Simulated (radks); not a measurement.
Numerical settings for neutral phosphorus, [Ne] 3s2 3p3. Method: scalar-relativistic Kohn-Sham, r2SCAN, spin-polarised, spherical densities, finite nucleus; open shells are filled with parallel spins first; meta-GGA in the generalised Kohn-Sham scheme; Fermi nuclear charge, rms radius 3.1889 fm; computed with a radial shooting solver on a logarithmic mesh with Libxc functionals. The defaults (mesh step 0.008 in ln r, mesh end at 40 bohr or more with all orbitals vanishing there, Anderson mixing 0.5 over 9 steps, residual threshold near 1e-9 with the energy settled to 1e-9 hartree or 1e-11 of itself, here a cap of 51 iterations) give E = -342.109 hartree and 3p at -6.684 eV in 17 iterations. Times are rough (one thread of a shared host). Changes against that run (0 stands for a change within the tolerance of the run):

| setting | iterations | converged | E (mhartree) | e(3p) (meV) | CPU (s) |
|---|---|---|---|---|---|
| mesh step in ln r 0.02 | 11 | yes | 0 | 0 | 0.05 |
| mesh step in ln r 0.05 | 11 | yes | +0.166 | +0.0029 | 0.03 |
| mesh step in ln r 0.12 | 51 | no | -1.66e+06 | - | 0.16 |
| mesh end (bohr) 3 | 16 | level above zero | +1.24e+03 | +1.53e+04 | 0.11 |
| mesh end (bohr) 8 | 17 | yes | +0.753 | +46.6 | 0.14 |
| residual threshold 1e-05 | 11 | yes | 0 | -0.042 | 0.1 |
| residual threshold 0.1 | 9 | yes | 0 | +0.134 | 0.09 |
| mixing 1 | 17 | yes | 0 | 0 | 0.14 |
| linear mixing, mixing 0.5 | 44 | no | diverged | - | 0.35 |
| linear mixing, mixing 0.05 | 51 | no | +0.824 | -246 | 0.39 |
| mixing history 20 | 16 | yes | 0 | 0 | 0.14 |
| iteration cap 3 | 3 | no | +0.359 | +228 | 0.04 |

Settled on a wrong energy, with an occupied level pushed above zero by the early mesh end: mesh end (bohr) 3 (+1.24 hartree). Apart from these: no run marked as converged misses the energy by more than 1 mhartree. A mesh that ends early acts as a hard wall.
